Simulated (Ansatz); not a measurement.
Reaction (ligand exchange at the Si–O bond): `O[SiH](O)O[SiH2]F` + NH₃ → `N[SiH2]F` + `O[SiH](O)O`

Calculated with Ansatz (gas phase, PBE0-D4/def2-TZVP geometries, no zero-point term in ΔE). CBS: MP2 limit from def2 TZ/QZ plus the TZ coupled-cluster correction, frozen cores. This one scheme is used for every species. Functionals use def2-TZVPP. HSE06 is defined as in plane-wave codes. Each species was taken in one conformer, which may not be the lowest.

| level | ΔE (eV) |
| --- | --- |
| LDA (SPW92) | 0.43 |
| HSE06 | 0.51 |

(1) What does CCSD(T)/CBS give? (Best estimate.)

Largest T1 diagnostic among the species: 0.012.

## Answers

(1) Computed: +0.60 eV. The listed levels differ from it by -0.17, -0.09 eV.

Leaving LDA and LC-ωPBE aside and taking each functional with its dispersion term where it has one, the values, not all of them listed here, spread over 0.16 eV, from PBE-D4 to BHLYP-D4. LDA lies −0.04 eV from PBE without D4. In def2-TZVPP, CCSD(T) changes the Hartree–Fock value by −0.08 eV (the triples alone add −0.01 eV) and MP2 by −0.09 eV.
